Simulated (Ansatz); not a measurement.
Method: Ansatz (a first-principles code) with frozen-core CCSD(T)/cc-pVTZ // PBE0-D3(BJ)/def2-SVP. The geometry is that of the parent before the electron was removed.

Ansatz 0.2 input:
```yaml
crystal:
  periodic: [false, false, false]
  atoms:
    - { symbol: Ga, position_ang: [0.135299, -0.086022, -0.159995] }
    - { symbol: H, position_ang: [-0.460531, 0.465126, -1.508429] }
    - { symbol: H, position_ang: [1.403602, 0.600139, 0.483769] }
    - { symbol: H, position_ang: [-0.182049, -1.583352, 0.250712] }
    - { symbol: O, position_ang: [-1.27795, 0.838004, 1.211439] }
    - { symbol: H, position_ang: [-0.901154, 0.869617, 2.099977] }
    - { symbol: H, position_ang: [-2.09348, 0.326847, 1.288841] }
basis:
  gaussian: { orbitals: cc-pVTZ }
correlation:
  method: ccsd_t
total_charge: 1
magnetization:
  spin_polarized: true
  initial_magnetization: 1
```

Output:

```
Functional definition: HF
840 factors; integrals over basis functions are off by at most 9.5e-4 eV
mean field evaluation 1: about -54436.0693 eV, gradient 4.2e1 eV
mean field evaluation 2: about -54436.0708 eV, gradient 4.2e1 eV
mean field evaluation 4: about -54442.2774 eV, gradient 2.7e0 eV
mean field evaluation 8: about -54442.4132 eV, gradient 2.2e-1 eV
mean field evaluation 16: about -54439.7218 eV, gradient 2.9e1 eV
mean field evaluation 32: about -54442.4149 eV, gradient 7.0e-4 eV
mean field evaluation 64: about -54442.3799 eV, gradient 1.5e-1 eV
mean field evaluation 96: about -54442.3086 eV, gradient 5.4e-1 eV
mean field evaluation 128: about -54442.3206 eV, gradient 1.8e-2 eV
mean field -54442.41494028 eV, -2000.7218466609 hartree, gradient 2.0e-6 eV, S^2 0.792785; 7 other end points of the search recorded, 0 dependent functions left out
determinant -54442.41494028 eV, -2000.7218466609 hartree, with singles and doubles -54454.59413357 eV, -2001.1694237592 hartree
determinant -54442.32064147 eV, -2000.7183812436 hartree, with singles and doubles -54454.49299576 eV, -2001.1657070133 hartree
determinant -54442.41494028 eV, -2000.7218466609 hartree, with singles and doubles -54454.50518772 eV, -2001.1661550593 hartree
determinant -54442.32064147 eV, -2000.7183812436 hartree, with singles and doubles -54454.41434775 eV, -2001.1628167520 hartree
10 core orbitals not correlated
reference -54442.41494028 eV, -2000.7218466609 hartree; 12, 11 occupied and 121, 122 virtual orbitals, 840 factors
second order -11.45392157 eV of doubles, -0.00000000 eV of singles
cycle   1  -12.09024733 eV  change    1.1e-7 eV  update   4.2e-6
perturbative correction -0.46167610 eV, -0.0169662837 hartree
Total energy: -54454.96686371 eV, -2001.1831213390 hartree
```

Cost: around 7 core-minutes (rough).
